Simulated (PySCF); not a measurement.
```xyz
3
charge 0 multiplicity 1, angstrom
Tl    0.0000    0.0000   -0.3892
S     0.0000    0.0000   -2.6124
Br    0.0000    0.0000    2.0690
```

Level of theory: PBE0 in PySCF with Tl def2-TZVP with ECP60, S def2-TZVP, Br def2-TZVP; scalar-relativistic core potentials, no spin–orbit coupling; density-fitted integrals.

This geometry of TlSBr is a stationary point at this level.

What is the point group?

C∞v.

Is it a minimum?

Yes: all harmonic wavenumbers are real.

What are the dipole moment and the gap between the highest occupied and lowest empty levels?

2.21 D and 4.22 eV.

What is the atomisation energy, with and without zero-point energy?

541 kJ/mol without, 536 kJ/mol with.

This need not be the most stable arrangement of these atoms. No spin–orbit coupling is included, which matters more the heavier the element.
